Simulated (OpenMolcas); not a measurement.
Pt5+ in a point-charge field

Pt5+ among 6 point charges of -1.1 e arranged as a tetragonal octahedron (D4h), 1.92 Å from the ion, with the axial distance 2.208 Å.

- Program: OpenMolcas
- Method: SS-CASPT2, IPEA 0.25 Eh, imaginary shift 0.1 Eh (closed shells correlated: 5s 5p)
- Basis: ANO-RCC-VDZP [7s6p4d2f]
- Scalar Hamiltonian: DKH2, point nucleus
- Active space: 5 electrons in 5 orbitals (5d)
- State averaging: 2S+1 = 6 even, 1 root; 2S+1 = 4 even, 24 roots; 2S+1 = 2 even, 75 roots
- Spin-orbit coupling: RASSI with atomic mean-field integrals over the reference wave functions

The lowest spin-free states (labels of D4, the rotations of D4h), above the lowest:

```tsv
State	Degeneracy	E (cm-1)	Free-ion L (%)
6A1	1	0	S (100)
4A2	1	25540	G (75)
4E	2	25740	G (77)
4E	2	27520	G (94)
4B1	1	27740	G (97)
4B2	1	28180	G (100)
4A1	1	28210	G (100)
4A1	1	28380	G (100)
4E	2	31520	D (62)
4B1	1	33090	D (94)
4A1	1	33600	D (100)
4B2	1	33770	D (100)
4E	2	34860	P (60)
4A2	1	35310	P (76)
2B2	1	37340	I (63)
2E	2	38080	I (72)
2B1	1	39200	I (83)
2A2	1	39330	I (84)
2B2	1	39500	I (81)
2E	2	39640	I (84)
```

The lowest levels with spin-orbit coupling:

```csv
E (cm-1),Degeneracy,Label,2S+1,g
0,2,E3/2,6 (78 %),1.95 1.95 4.84
7,2,E1/2,6 (79 %),1.91 5.70 5.70
300,2,E3/2,6 (81 %),1.98 1.98 8.70
17330,2,E3/2,4 (49 %),1.72 1.72 2.21
18580,2,E1/2,4 (55 %),1.55 3.36 3.36
21150,2,E3/2,4 (57 %),1.72 1.72 3.67
24700,2,E1/2,4 (89 %),0.96 3.99 3.99
25320,2,E3/2,4 (83 %),1.44 2.69 2.69
25970,2,E3/2,4 (85 %),2.58 2.58 2.85
26820,2,E1/2,4 (83 %),0.17 0.17 1.05
27090,2,E3/2,4 (82 %),0.49 0.49 5.63
27340,2,E1/2,4 (84 %),0.29 0.52 0.52
27700,2,E1/2,4 (80 %),0.85 0.85 4.96
28070,2,E3/2,4 (72 %),1.33 4.94 4.94
28580,2,E3/2,4 (70 %),1.74 6.11 6.11
28590,2,E1/2,4 (79 %),0.09 3.54 3.54
28770,2,E1/2,4 (77 %),2.92 2.92 4.11
29110,2,E1/2,4 (73 %),1.27 5.57 5.57
29140,2,E3/2,4 (80 %),0.65 0.65 1.32
30260,2,E3/2,4 (86 %),2.57 2.57 3.64
```

Powder χT (cm3 K/mol): 1.62 at 2 K, 2.87 at 10 K, 3.36 at 50 K, 3.55 at 100 K, 3.75 at 200 K, 3.84 at 300 K. The effective moment at 300 K is 2.828 √(χT) = 5.54 μB.

Point charges give a weaker field than real ligands, and real ions of this kind are as a rule low spin; the high spin found here belongs to the model. Free-ion shares, where given, are those of the reference states; single-state CASPT2 does not remix them. Point charges carry no covalency, so the field is a model and not that of real ligands. No measured value stands beside these numbers.
